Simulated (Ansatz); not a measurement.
Species: C$_{2}$H$_{8}$O$_{4}$Si, charge 0, multiplicity 1. SMILES: O[Si](OC)(OC)O
Coordinates optimised at B3LYP-D3(BJ)/def2-TZVP (Ansatz, a quantum-chemistry and plane-wave program):
```xyz
15

C     -2.3016    -0.8229     0.2347
O     -1.0292    -0.5852     0.8233
Si     0.1151     0.3793     0.1794
O     -0.6110     1.7925    -0.2077
O      1.3068     0.5012     1.2925
O      0.7949    -0.1870    -1.1885
C      1.6514    -1.3206    -1.2484
H     -2.1991    -1.3419    -0.7222
H     -2.8741    -1.4513     0.9162
H     -2.8390     0.1139     0.0729
H     -0.1642     2.3601    -0.8401
H      1.0464     0.5478     2.2154
H      1.1152    -2.2312    -0.9677
H      2.0026    -1.4214    -2.2749
H      2.5103    -1.1975    -0.5854
```
Charge 0, spin multiplicity 1.

Wanted: vertical triplet-singlet gap (E(triplet) - E(singlet); each state is the SCF solution reached for its spin; for the triplet T1 is 0.047), in kJ/mol. Valence correlation only, unless marked. Open shells are spin-unrestricted. Spin-orbit coupling is left out. Non-relativistic. Basis-set limits of correlation are two-point, X^-3; Hartree-Fock from the larger set.

| level | program | vertical triplet-singlet gap (kJ/mol) |
|---|---|---|
| HF/aug-cc-pV(D+d)Z | Ansatz | 688.8 |
| HF/aug-cc-pV(Q+d)Z | Ansatz | 676.7 |
| PBE/def2-TZVPD | Ansatz | 597.7 |
| B3LYP/def2-TZVPD | Ansatz | 667.9 |
| BHLYP/def2-TZVPD | Ansatz | 735.7 |
| CAM-B3LYP/def2-TZVPD | Ansatz | 724.0 |
| wB97M-V/def2-TZVPD | Ansatz | 747.1 |
| wB97X-V/def2-TZVPD | Ansatz | 760.2 |
| MP2/aug-cc-pV(D+d)Z | Ansatz | 793.3 |
| RI-MP2/aug-cc-pV(Q+d)Z | Ansatz | 821.3 |
| RI-MP2/CBS(aug-cc-pV(T+d)Z,aug-cc-pV(Q+d)Z) | Ansatz | 825.7 |
| SCS-MP2/aug-cc-pV(D+d)Z | Ansatz | 793.8 |
| CCSD/aug-cc-pV(D+d)Z | Ansatz | 741.9 |
| CCSD(T)/aug-cc-pV(D+d)Z | Ansatz | 732.9 |
